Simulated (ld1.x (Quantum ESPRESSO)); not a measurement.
## Mn, ultrasoft: configuration errors across variants

ld1.x (Quantum ESPRESSO) 7.5 input, shortened:

```
&input
   title='Mn', zed=25., rel=2, dft='PZ', iswitch=3,
   config='[Ar] 3d5 4s1.75 4p0.25', rel_dist='average'
 /
 &inputp
   pseudotype=3, tm=.true., lloc=-2, rcloc=1.95,
   nlcc=.true., new_core_ps=.true.
 /
6
4S  1  0   1.75   0.00  1.95  2.30  0.0
4S  1  0   0.00   0.75  1.95  2.30  0.0
4P  2  1   0.25   0.00  3.10  3.35  0.0
4P  2  1   0.00   3.85  3.10  3.35  0.0
3D  3  2   5.00   0.00  1.35  1.55  0.0
3D  3  2   0.00   0.50  1.35  1.55  0.0
 &test
   configts(1)='3d5 4s1.75 4p0.25'
 /
```

Open shells are filled in proportion to 2j + 1 (rel_dist='average').

All-electron excitation energies from the reference (eV): (1) 3d5 4s2 4p0 -0.960; (2) 3d5 4s1 4p0 7.694; (3) 3d5 4s0 4p0 23.571; (4) 3d5 4s0 4p2 7.121; (5) 3d5 4s1.5 4p0 2.506; (6) 3d5.5 4s1.5 4p0 -1.465; (7) 3d6 4s1 4p0 -1.357.

The overlap operator is not positive definite (basis up to 400 Ry) in “local potential all-electron potential smoothed inside 1.32 bohr (lloc = -2)”. Such files are unfit for use, however small their errors in these radial tests.

Errors AE − PS in meV (a dash: test not solved or not reliable):

| change | (1) | (2) | (3) | (4) | (5) | (6) | (7) | bound ghosts |
| --- | --- | --- | --- | --- | --- | --- | --- | --- |
| base | -0.1 | -5.0 | -36 | -10 | -0.8 | -32 | -104 | not determined |
| local potential all-electron potential smoothed inside 1.32 bohr (lloc = -2) | -0.1 | -4.8 | -35 | -3.3 | -0.8 | -32 | -103 | not determined (overlap not positive) |
| local potential all-electron potential smoothed inside 1.68 bohr (lloc = -2) | -0.1 | -4.9 | -35 | -8.7 | -0.8 | -32 | -103 | not determined |
| local potential all-electron potential smoothed inside 1.82 bohr (lloc = -2) | -0.1 | -4.9 | -35 | -9.7 | -0.8 | -32 | -104 | not determined |
| local potential all-electron potential smoothed inside 2.12 bohr (lloc = -2) | -0.1 | -5.0 | -36 | -12 | -0.8 | -33 | -105 | not determined |
| local potential all-electron potential smoothed inside 2.54 bohr (lloc = -2) | -0.1 | -5.3 | -38 | -14 | -0.8 | -34 | -107 | not determined |
| local potential all-electron potential smoothed inside 2.72 bohr (lloc = -2) | -0.1 | -5.4 | -38 | -15 | -0.9 | -34 | -109 | not determined |
| local potential all-electron potential smoothed inside 3.02 bohr (lloc = -2) | -0.1 | -5.5 | -39 | -16 | -0.9 | -34 | -110 | not determined |
| local potential all-electron potential smoothed inside 3.28 bohr (lloc = -2) | -0.1 | -5.7 | -40 | -18 | -0.9 | -36 | -114 | not determined |
| local potential all-electron potential smoothed inside 3.64 bohr (lloc = -2) | -0.1 | -5.9 | -41 | -20 | -0.9 | -37 | -119 | not determined |

Question: Give the same row for: local potential all-electron potential smoothed inside 3.96 bohr (lloc = -2).

Answer: -0.1, -6.1, -42, -34, -1.0, -39, -125; bound ghosts: not determined.
